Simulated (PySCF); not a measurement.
Computed IR spectrum (relative IR intensity) of a molecule C2H6ClNSi. Coordinates come from a PBE0-D3(BJ)/def2-SVP optimisation. The values are those of a single conformer. These are PBE0-D3(BJ)/def2-SVP in PySCF 2.14.0 values and carry that method's errors. Frequencies are harmonic and unscaled.

```csv
ν (cm⁻¹),relative intensity
208,2.1
246,5.6
307,9.4
452,69
511,44
525,29
684,16
746,23
835,66
887,27
922,100
1003,7.0
1010,11
1040,8.1
1413,12
1544,26
1692,4.5
2265,58
3142,4.7
3606,18
3706,19
```

Problem. Pick the molecule that these values belong to.
A. C=C[SiH](N)Cl
B. CN(C)[Si]Cl
C. C/N=C\[SiH2]Cl
D. C/C=N/[SiH2]Cl

Solution. A, C=C[SiH](N)Cl
